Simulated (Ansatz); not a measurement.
C$_{5}$H$_{3}$BF$_{6}$O$_{4}$, SMILES `O[B-]1(O)OC(C(F)(F)F)=CC(C(F)(F)F)=[O+]1`, relaxed with RKS PBE0-D4/def2-TZVP in Ansatz from a PBE-D4/def2-SVP geometry. The force threshold is 0.005 eV/Å; the program also tests the step.

Total charge 0; spin multiplicity 1.

Start:

```xyz
19

O     2.616    1.484    0.018
B     1.663    0.588   -0.452
O     1.965   -0.132   -1.608
O     1.289   -0.478    0.670
C     0.118   -0.986    0.764
C     0.027   -2.196    1.706
F     0.366   -1.829    2.956
F    -1.225   -2.698    1.734
F     0.866   -3.164    1.302
C    -1.019   -0.477    0.124
C    -0.849    0.734   -0.559
C    -2.049    1.498   -1.136
F    -2.179    2.685   -0.512
F    -1.871    1.722   -2.448
F    -3.193    0.803   -0.971
O     0.277    1.323   -0.716
H     2.349    1.954    0.824
H     2.850    0.113   -1.929
H    -2.002   -0.944    0.235
```

```tsv
step	energy (eV)	largest force (eV/Å)	largest move (Å)
1	-30385.8001	1.056	0.000
2	-30385.8975	0.325	0.023
3	-30385.9105	0.092	0.014
4	-30385.9110	0.046	0.004
5	-30385.9113	0.013	0.009
6	-30385.9113	0.008	0.002
7	-30385.9113	0.004	0.002
```

End:

```xyz
19

O     2.590    1.473    0.023
B     1.639    0.580   -0.444
O     1.949   -0.132   -1.595
O     1.265   -0.467    0.669
C     0.114   -0.975    0.749
C     0.027   -2.174    1.695
F     0.357   -1.801    2.928
F    -1.205   -2.677    1.726
F     0.860   -3.129    1.303
C    -1.010   -0.487    0.104
C    -0.838    0.718   -0.554
C    -2.031    1.488   -1.122
F    -2.154    2.656   -0.497
F    -1.856    1.718   -2.417
F    -3.164    0.808   -0.965
O     0.268    1.307   -0.697
H     2.346    1.947    0.818
H     2.818    0.098   -1.927
H    -1.975   -0.953    0.204
```

Hardware: 11 threads of an AMD EPYC 7R13 on a shared host and a whole NVIDIA H100 80 GB. Wall time 12 s, peak host memory 1.4 GiB.
